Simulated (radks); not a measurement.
The numbers below are computed, except where a source is named.
Problem. Excited configurations of Ru III: one electron is placed in a higher orbital outside [Kr] 4d5. The ground configuration is [Kr] 4d6. Level of theory: Dirac Kohn-Sham, PBE, spin-unpolarised, spherical densities, finite nucleus; open shells are shared between the two j in proportion to 2j + 1; Fermi nuclear charge, rms radius 4.4809 fm (a radial shooting solver on a logarithmic mesh with Libxc functionals). Excitation = E - E(ground); binding = E(ion) - E, where the ion is the core of charge +3; n* = 3/sqrt(2 binding) in atomic units, and the quantum defect is n - n*. Eigenvalue and <r> are those of j = l + 1/2.

| outer orbital | excitation (eV) | binding (eV) | n* | quantum defect | eigenvalue (eV) | <r> (bohr) |
|---|---|---|---|---|---|---|
| 5s | 5.963 | 24.656 | 2.229 | 2.771 | -20.649 | 2.668 |
| 6d | 23.784 | 6.836 | 4.232 | 1.768 | -5.746 | 8.306 |
| 6f | 26.683 | 3.936 | 5.577 | 0.423 | -3.319 | 13.88 |
| 7p | 24.666 | 5.954 | 4.535 | 2.465 | -5.109 | 10.30 |
| 7f | 27.719 | 2.901 | 6.497 | 0.503 | -2.490 | 19.70 |

Estimate the row for 5d.

Solution. excitation (eV) 19.261; binding (eV) 11.359; n* 3.283; quantum defect 1.717; eigenvalue (eV) -9.232; <r> (bohr) 4.599. The Delta-SCF ionisation energy is 30.620 eV (NIST Atomic Spectra Database: 28.470 eV, semi-empirical). Self-interaction in the functional shifts the binding energies and quantum defects, so they are the method's values and not measured ones. Spin polarisation and multiplet splitting are left out, so open shells lie too high by an amount that depends on their filling. Sharing an open shell by 2j + 1 raises it above the true ground level by a part of the spin-orbit splitting, which enters the differences from NIST.

Beside tabulated values, note that spin-unpolarised runs miss the spin-polarisation part of the exchange energy of open shells.
